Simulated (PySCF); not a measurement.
Compound: 4-chloro-3-methylaniline, C₇H₈ClN.
Z-matrix (Å and degrees, GFN2-xTB geometry), rows numbered from 1:
```
C 
C   1  1.4959
C   2  1.3845  1  121.23
C   3  1.3954  2  121.87  1   179.96
N   4  1.3789  3  120.52  2   176.33
C   4  1.3950  3  118.70  2    -0.30
C   6  1.3801  4  120.27  3     0.22
C   7  1.3838  6  119.91  4    -0.02
Cl  8  1.7357  2  119.70  1     0.11
H   1  1.0892  2  110.20  3   119.89
H   1  1.0865  2  110.89  3    -0.81
H   1  1.0892  2  110.23  3  -121.65
H   3  1.0810  2  119.13  1    -0.22
H   5  1.0068  4  116.50  3   162.22
H   5  1.0068  4  116.65  3    21.62
H   6  1.0799  4  119.76  3  -179.90
H   7  1.0789  6  120.23  4  -179.86
```

The closed-shell SCF was solved with PySCF and density fitting under several settings on one GFN2-xTB geometry (grid level 2 and gas phase unless stated).

```tsv
settings	basis functions	SCF cycles	E (Eh)	HOMO (eV)	LUMO (eV)	dipole (D)
PBE0/pcSseg-1	200	14	-785.9251	-5.87	-0.19	3.32
PBE0/def2-SVPD, energy threshold 1e-11 Eh	251	13	-785.6367	-5.92	-0.28	3.27
```

**Question.** Estimate the rows for these settings: (1) wB97X/pcSseg-1; (2) wB97X-D/pcSseg-1, fitting basis def2-qzvpp-jkfit.

**Answer.** 
| settings | basis functions | SCF cycles | E (Eh) | HOMO (eV) | LUMO (eV) | dipole (D) |
| --- | --- | --- | --- | --- | --- | --- |
| wB97X/pcSseg-1 | 200 | 14 | -786.3750 | -8.00 | 1.85 | 3.30 |
| wB97X-D/pcSseg-1, fitting basis def2-qzvpp-jkfit | 200 | 11 | -786.3439 | -7.61 | 1.52 | 3.32 |

**Question.** Over all rows, what range does the HOMO–LUMO gap span?

**Answer.** From 5.64 eV (PBE0/def2-SVPD, energy threshold 1e-11 Eh) to 9.85 eV (wB97X/pcSseg-1). The functional of the narrowest has 25 % exact exchange, that of the widest range-separated exact exchange.

**Question.** Compare two rows with the functional PBE0: PBE0/def2-SVPD, energy threshold 1e-11 Eh and PBE0/pcSseg-1. Which energy is lower, and by how much?

**Answer.** PBE0/pcSseg-1 (200 functions) lies 0.2884 Eh or 181 kcal/mol below PBE0/def2-SVPD, energy threshold 1e-11 Eh (251 functions). The smaller set gives the lower energy; the two sets aren't nested, so the variational bound doesn't order them by size.

wB97X-D ran without the empirical dispersion term, which would shift the total energy alone. Cycle counts include a coarse-grid stage where the run had one.
